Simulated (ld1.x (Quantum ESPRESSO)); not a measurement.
**What one change does to a pseudopotential (gallium, TM)**

gallium (Ga), norm-conserving Troullier–Martins (Kleinman–Bylander form), made with ld1.x (Quantum ESPRESSO) 7.5 (PBE, scalar-relativistic). Core [Ar] 3d10, reference 4s1 4p2. Waves: 4s (bound): rc 1.70 bohr; 4p (bound): rc 2.25 bohr. Local part: the p channel. Core correction: Bessel-smoothed model core inside 0.80 bohr.

All-electron outer shells of the reference configuration (PBE, scalar-relativistic, ld1.x):

```tsv
shell	level (eV)	outermost node (bohr)	outermost maximum (bohr)
3p	-100.79	0.24	0.56
3d	-21.04	–	0.53
4s	-10.04	0.80	1.87
4p	-3.35	0.87	2.47
```

Change: all radii but the core radius scaled by about 1.22 (s 2.08, p 2.74 bohr).

Cutoffs: the cutoffs (Ry, on a coarse ladder) from which the occupation-weighted sum of valence levels, in a spherical-Bessel basis at the reference potential, stays within 10 and 1 mRy of its value at 400 Ry; they do not see the model core or the augmentation charge, which bear on the density cutoff. Errors are all-electron minus pseudo energies relative to the spin-unpolarised reference configuration.

Q: How do hardness, ghosts and transferability respond?

A: The potential gets softer (12 Ry and 35 Ry → 10 Ry and 30 Ry); the bound ghost in s disappears; of the 7 tests that both files solve, the error grows in 0 and shrinks in 1 by more than 15 % and 0.3 meV (median size 17.7 → 16.1 meV). A larger radius leaves more room for a smooth pseudo-wave, so fewer plane waves are needed.

```tsv
quantity	base	changed
cutoff, loose	12 Ry	10 Ry
cutoff, tight	35 Ry	30 Ry
loose cutoff by channel (10 mRy a level)	s 12 Ry, p 6 Ry	s 10 Ry, p 6 Ry
bound ghosts	s	none
error for 4s2 4p1, meV [ΔE -6.54 eV]	-19	-17
error for 4s2 4p0, meV [ΔE -0.85 eV]	-7.2	-6.0
error for 4s1 4p0, meV [ΔE 20.28 eV]	-97	-102
error for 4s1 4p1, meV [ΔE 6.52 eV]	-11	-10
error for 4s2 4p0.5, meV [ΔE -4.51 eV]	-12	-11
error for 4s0 4p3, meV [ΔE 6.83 eV]	-18	-16
error for 4s2 4p1.3, meV [ΔE -7.07 eV]	-21	-19
```

 A true bound ghost makes a file unfit for plane-wave use even where its test errors are small: the radial tests pick states by their node count and pass the ghost by.
